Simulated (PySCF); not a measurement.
Computed with PBE-D3(BJ)/def2-TZVP // PBE-D3(BJ)/def2-SVP in PySCF. Isolated molecules, 0 K electronic values unless said otherwise. One relaxed conformer stands for a flexible species; it need not be the lowest. 

Reference species: [Cd(NH2)(Cl)] (neutral, multiplicity 1).

- mean distance from the central atom to its bonded neighbours: 2.164 Å
- HOMO–LUMO gap: 3.86 eV
- LUMO: -2.35 eV

After one change: the mean distance from the central atom to its bonded neighbours falls by 0.162 Å; the HOMO–LUMO gap rises by 0.09 eV; the LUMO rises by 0.43 eV.

Task: Name the change that produced these shifts. The new species is one of these.
(A) [Cd(NH2)(N(CH3)2)]
(B) [Cd(NH2)(F)]
(C) [Cd(NH2)(Br)]
(D) [Cd(NH2)(OH)]

Result: D, [Cd(NH2)(OH)]
